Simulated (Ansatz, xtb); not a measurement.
# Two structures of BClFH2NSi

Structure a is a singlet given by its coordinates and structure b is `FBN[Si]Cl`, a singlet. Both are isolated molecules in the gas phase, relaxed with r2SCAN-D4/def2-SVP; the shapes shown needn't be the lowest conformers.

a (Å):

```yaml
atoms:
  - { symbol: B, position_ang: [-0.8495, 1.9182, -1.0252] }
  - { symbol: Cl, position_ang: [-3.2085, -1.0703, 0.5785] }
  - { symbol: F, position_ang: [-0.2756, -1.2874, 0.9552] }
  - { symbol: N, position_ang: [-1.0853, 1.0337, -0.1608] }
  - { symbol: Si, position_ang: [-1.4212, -0.1500, 1.0034] }
  - { symbol: H, position_ang: [-0.6269, 2.7491, -1.8336] }
  - { symbol: H, position_ang: [-1.4656, 0.4033, 2.3694] }
```

Close contacts (Å): B1–N4 1.26, Cl2–Si5 2.05, F3–Si5 1.62, N4–Si5 1.69, B1–H6 1.18, Si5–H7 1.47.

b (Å):

```xyz
7

B    -2.5893    1.0458   -1.6762
Cl    1.0022   -1.1931   -0.7442
F    -2.9834    2.1986   -1.1399
N    -1.3696    0.4531   -1.2413
Si   -0.7723   -1.0627   -1.8914
H    -3.2728    0.5231   -2.5218
H    -0.8447    0.9560   -0.5206
```

Problem. Estimate E(b) − E(a) at the level CCSD(T)/def2-SVP + ΔMP2/def2-TZVPP.

Solution. Calculated at CCSD(T)/def2-SVP + ΔMP2/def2-TZVPP: E(b) − E(a) = +11.4 kcal/mol, so structure a lies lower.

Level by level:

```csv
level,geometry,E(b) − E(a) (kcal/mol),departure from the last row (kcal/mol),"job, with rough time for the two"
GFN2-xTB,GFN2-xTB,+22.8,+11.4,"optimisation, 0.2 s"
HF/STO-3G,GFN2-xTB,−32.2,−43.5,"single point, 0.32 s"
r2SCAN-D4/def2-SVP//GFN2-xTB,GFN2-xTB,+5.3,−6.1,"single point, 4.4 s"
r2SCAN-D4/def2-SVP,r2SCAN-D4/def2-SVP,+5.7,−5.7,"optimisation, 57 s"
HF/def2-SVP,r2SCAN-D4/def2-SVP,+7.4,−4.0,part of the CCSD(T) run
MP2/def2-SVP,r2SCAN-D4/def2-SVP,+9.2,−2.1,part of the CCSD(T) run
CCSD(T)/def2-SVP,r2SCAN-D4/def2-SVP,+5.0,−6.4,single point
CCSD(T)/def2-SVP + ΔMP2/def2-TZVPP,r2SCAN-D4/def2-SVP,+11.4,,"single point, 22 s"
```

HF/STO-3G puts the two in the other order. The largest departure from CCSD(T)/def2-SVP + ΔMP2/def2-TZVPP is that of HF/STO-3G, 43.5 kcal/mol. The last row adds to CCSD(T) the change of the MP2 difference between the two basis sets, here +6.4 kcal/mol, a large step that makes the value less sure.

With harmonic frequencies from r2SCAN-D4/def2-SVP (ideal gas, rigid rotor, one conformer each, 298.15 K, 1 atm): on the last row, ΔE + ΔZPE = +13.4, ΔH = +13.4, ΔG = +13.2 kcal/mol.

The correlated steps freeze 13 core orbitals. Mirror images aren't counted in ΔG. Run with Ansatz 0.2.0, xtb 6.7.1; the last row on 1 thread of Arm Neoverse V2 on a shared host.
